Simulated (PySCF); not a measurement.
Input and output

Ce2S3 (singlet in the valence; each metal's 4f electrons, 1 of them, lie in its core potential, out of spins and levels). PySCF 2.14.0, RKS BP86, Ce lcecp-1-SVP with ECP47, S def2-SVP; non-relativistic Hamiltonian with scalar-relativistic core potentials where named; density fitting; no spin-orbit coupling. Purpose: all atoms moved at random, sigma 0.03 A.

```python
mol = gto.M(atom='''
Ce     0.29601     0.66655     2.53355
Ce     0.29783     0.66208    -2.49182
S      0.62001     1.52073    -0.03091
S     -0.67820    -1.63377     2.70782
S     -0.69584    -1.60018    -2.71865''',
    basis={'Ce': 'lcecp-1-SVP', 'S': 'def2-SVP'},
    ecp={'Ce': 'lcecp-1-SVP'},
    charge=0, spin=0)
mf = dft.RKS(mol, xc='B88,P86')
mf.grids.atom_grid = (50, 194)  # f atoms: unpruned, at least (60, 302)
mf = mf.density_fit()  # fitting sets: Ce AutoAux, S def2-universal-JKFIT
mf.conv_tol = 1e-08; mf.max_cycle = 55
mf.kernel(dm0)  # dm0: converged density of the relaxed state
mf.nuc_grad_method().kernel()
```

Run from Python with OMP_NUM_THREADS=2; the lines above give its settings. Where DIIS fails, smearing, a level shift and second-order steps follow.
It took 9.5 s on 2 threads of Arm Neoverse V1 (shared host), from an already converged density.

Problem. Where do the frontier levels lie, over both spins?

Solution. HOMO -4.46 eV, LUMO -2.77 eV. The 4f levels lie in the core potential and are missing.

Problem. What does the SCF print?

Solution. 
```
init E= -1259.09941813841
cycle= 1 E= -1259.12014937231  delta_E= -0.0207  |g|=  0.1  |ddm|= 0.241
cycle= 2 E= -1258.99724102278  delta_E= 0.123  |g|= 0.578  |ddm|= 0.866
cycle= 3 E= -1259.12413159071  delta_E= -0.127  |g|= 0.0297  |ddm|= 0.704
cycle= 4 E= -1259.12424725606  delta_E= -0.000116  |g|= 0.0221  |ddm|= 0.0556
...
cycle= 8 E= -1259.12444284313  delta_E= -2.3e-07  |g|= 0.00016  |ddm|= 0.00115
cycle= 9 E= -1259.12444285177  delta_E= -8.63e-09  |g|= 5.57e-05  |ddm|= 0.000348
Extra cycle  E= -1259.12444284141  delta_E= 1.04e-08  |g|= 0.000165  |ddm|= 0.000356
converged SCF energy = -1259.12444284141
```

Problem. What are the Mulliken charges and spins?

Solution. 
| atom | charge (e) | spin (e) |
| --- | --- | --- |
| Ce1 | 0.622 | 0.000 |
| Ce2 | 0.590 | 0.000 |
| S3 | -0.556 | 0.000 |
| S4 | -0.325 | 0.000 |
| S5 | -0.331 | 0.000 |
The spin of the 4f electrons in the core isn't counted.

Problem. What forces act on the atoms (eV/Å)?

Solution. 
```
Ce  -0.45 -1.05 -0.33
Ce  -0.36 -0.83 -0.45
S    0.02  0.05  0.74
S    0.48  1.12 -0.03
S    0.31  0.70  0.07
```
Forces carry noise of the integration grid, about 0.01 to 0.03 eV/Å.

Problem. How does its energy compare with the relaxed singlet of charge +0 in vacuum?

Solution. It lies 0.089 eV higher.

An lcecp potential fixes the number of 4f electrons, so in runs with it no electron can move into or out of that shell.
